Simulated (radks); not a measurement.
Initial-state core-level shifts of neutral aluminium when its valence configuration changes from [Ne] 3s2 3p1. Calculated with a radial shooting solver on a logarithmic mesh with Libxc functionals: non-relativistic Kohn-Sham, LDA (Slater exchange, Perdew-Wang correlation), spin-polarised, spherical densities, point nucleus; open shells are filled with parallel spins first. Shifts are changes of the shell-averaged eigenvalues in eV (positive: less bound); the change of the density at the nucleus, which sets a Mossbauer isomer shift, is in e/bohr^3, on a base of 1393.

| valence | 1s | 2s | 2p | density at nucleus |
|---|---|---|---|---|
| 3s1.5 3p1.5 | -0.696 | -0.696 | -0.686 | -1.3473 |
| 3p3 | -2.863 | -2.854 | -2.816 | -5.8198 |
| 3s1 3p2 | -1.209 | -1.231 | -1.209 | -2.7432 |
| 3s0.5 3p2.5 | -2.051 | -2.056 | -2.026 | -4.2517 |
